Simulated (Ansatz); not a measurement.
Reaction (redistribution): `C[O][Al]([NH2])[SH]` + `[OH][Sc]([Cl])[Cl]` → `[NH2][Al]([SH])[Cl]` + `C[O][Sc]([OH])[Cl]`

Program: Ansatz. Geometries: PBE0-D4/def2-TZVP. ΔE: electronic, gas phase. CCSD(T)/CBS is the MP2 limit (def2-TZVPP, def2-QZVPP) plus CCSD(T) − MP2 in def2-TZVPP, frozen cores. Functionals use def2-TZVPP. B3LYP here is the variant with VWN-RPA as its local correlation; programs differ in this. HSE06 is defined as in plane-wave codes. For Sc outer-core shells are correlated without core-valence functions, which leaves a few kJ/mol of doubt a bond. Scalar relativity is left out up to krypton. Each species was taken in one conformer, which may not be the lowest.

```csv
level,ΔE (kJ/mol),difference from CCSD(T)/CBS
LDA (SPW92),-5.5,-1.9
PBE-D4,-5.4,-1.8
revPBE-D4,-5.4,-1.8
BLYP-D4,-2.3,1.3
r2SCAN-D4,-0.1,3.5
B97M-V,0.9,4.5
PBE0-D4,-1.5,2.1
r2SCANh-D4,0.9,4.5
r2SCAN0-D4,2.4,6.0
HSE06-D4,-1.5,2.1
CAM-B3LYP-D4,0.2,3.8
ωB97X-V,-1.0,2.6
ωB97M-V,0.0,3.6
B2PLYP,-1.1,2.5
PBE-QIDH,-0.6,3.0
revPBE,-6.6,-3.0
BLYP,-3.3,0.3
r2SCAN,-0.4,3.2
PBE0,-2.1,1.5
B3LYP,-0.3,3.3
r2SCANh,0.7,4.3
r2SCAN0,2.1,5.7
HSE06,-2.1,1.5
BHLYP,4.2,7.8
CAM-B3LYP,-0.3,3.3
RPA@PBE/def2-TZVPP,0.1,3.7
HF/def2-SVP,-3.0,0.6
MP2/def2-SVP,-16.3,-12.7
CCSD/def2-SVP,-14.5,-10.9
CCSD(T)/def2-SVP,-15.2,-11.6
HF/def2-TZVPP,10.1,13.7
MP2/def2-TZVPP,-2.4,1.2
SCS-MP2/def2-TZVPP,-1.0,2.6
CCSD/def2-TZVPP,1.1,4.7
CCSD(T)/def2-TZVPP,-0.3,3.3
HF/def2-QZVPP,11.5,15.1
SCS-MP2/def2-QZVPP,-2.5,1.1
HF/CBS(def2),11.6,15.2
MP2/CBS(def2),-5.7,-2.1
CCSD/CBS(def2),-2.2,1.4
CCSD(T)/CBS,-3.6,0
```

Largest T1 diagnostic among the species: 0.015.

In def2-TZVPP, CCSD(T) changes the Hartree–Fock value by −10.4 kJ/mol (the triples alone add −1.4 kJ/mol) and MP2 by −12.5 kJ/mol. Leaving LDA and LC-ωPBE aside and taking each functional with its dispersion term where it has one, the values, not all of them listed here, spread over 10.1 kJ/mol, from PBE-D4 to BHLYP-D4.

CCSD(T)/CBS has its own doubt, a few kJ/mol and more with outer-core shells, so smaller differences from it don't rank the levels.
